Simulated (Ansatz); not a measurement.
Two spin states of ZnTe, each at its own minimum; 2S+1 = 1, 3 were tried, and our sources give no spin for the ground state. No spin–orbit coupling. Zn is treated without relativity.

| level | energy of the multiplicity-3 state above the multiplicity-1 state (eV) |
|---|---|
| PBE/def2-TZVPP | 0.234 |
| PBE0/def2-TZVPP | 0.106 |
| wB97X-V/def2-TZVPP | 0.094 |
| CCSD/def2-TZVPP | 0.060 |
| CCSD(T)/def2-TZVPP | 0.210 |

The rows run from 0.060 (CCSD/def2-TZVPP) to 0.234 eV (PBE/def2-TZVPP). The 3 functionals in def2-TZVPP without D3 or D4 span 0.140, from wB97X-V to PBE.

Each state is the lowest solution found for its spin in def2 and cc sets. The singlet is a restricted closed-shell determinant, which can mix singlet states where a π or δ shell is part-filled.

Correlated levels freeze the inner cores; with def2 sets outer-core shells near the valence are correlated too.

Doubts at one or more of the structures used: a restricted determinant that unrestricted orbitals would lower (CCSD/def2-TZVPP, CCSD(T)/def2-TZVPP).

The values were computed with Ansatz (Gaussian basis) for Hartree–Fock, density functionals and correlated methods. Values without a source in brackets are computed. In def2 rows elements past Kr take small-core potentials, without spin–orbit coupling.

Ansatz is a quantum-chemistry and plane-wave program.
